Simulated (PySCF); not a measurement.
Geometry:
| atom | x (Å) | y (Å) | z (Å) |
| --- | --- | --- | --- |
| C1 | 2.395 | 0.053 | -0.197 |
| C2 | 1.211 | -0.072 | 0.693 |
| S3 | 1.294 | 0.326 | 2.266 |
| C4 | -0.083 | -0.484 | 0.072 |
| Cl5 | 0.206 | -1.707 | -1.207 |
| C6 | -0.900 | 0.739 | -0.415 |
| C7 | -1.875 | 0.524 | 0.750 |
| C8 | -1.232 | -0.844 | 1.026 |
| H9 | 2.739 | -0.939 | -0.493 |
| H10 | 3.203 | 0.566 | 0.318 |
| H11 | 2.131 | 0.587 | -1.110 |
| H12 | -0.358 | 1.682 | -0.430 |
| H13 | -1.347 | 0.561 | -1.391 |
| H14 | -2.928 | 0.505 | 0.483 |
| H15 | -1.719 | 1.228 | 1.564 |
| H16 | -0.924 | -1.035 | 2.051 |
| H17 | -1.821 | -1.680 | 0.660 |

Geometry: GFN2-xTB; GIAO shifts from PySCF, gas phase, non-relativistic, averaged over equivalent atoms.

At OPBE/6-31G* (138 basis functions, 47 s wall time on 1 thread of an Intel Xeon, shared host):
```csv
atoms,δ (ppm)
C2,241.5
C4,75.4
C6/C8,40.6
C1,40.2
C7,15.4
H9/H10/H11,3.25
H12/H16,3.09
H13/H17,2.84
H14,1.91
H15,1.79
```

Shifts are taken against calculated references (same method and geometry level): TMS for 13C (σref 196.15) and 1H (σref 32.39).

Q: What do these become at OLYP/def2-SVPD?

A: 
```csv
atoms,δ at OLYP/def2-SVPD,change
C2,249.0,+7.5
C4,75.5,+0.1
C6/C8,39.0,-1.6
C1,38.1,-2.1
C7,12.2,-3.2
H9/H10/H11,3.53,+0.28
H12/H16,3.28,+0.19
H13/H17,2.86,+0.02
H14,1.97,+0.06
H15,1.81,+0.02
```

Scale: 13C (σ = 190.41 ppm) and 1H (σ = 31.94 ppm) vs TMS (reference shieldings calculated alike).

The largest change is at C2 (thiocarbonyl carbon). Cost: 246 basis functions, 2.4 min wall time on 1 thread of an Intel Xeon, shared host. The order of the carbon signals is the same at both levels.

Carbons that carry Cl, above all several Cl atoms, come out too deshielded, partly because spin–orbit coupling is missing.
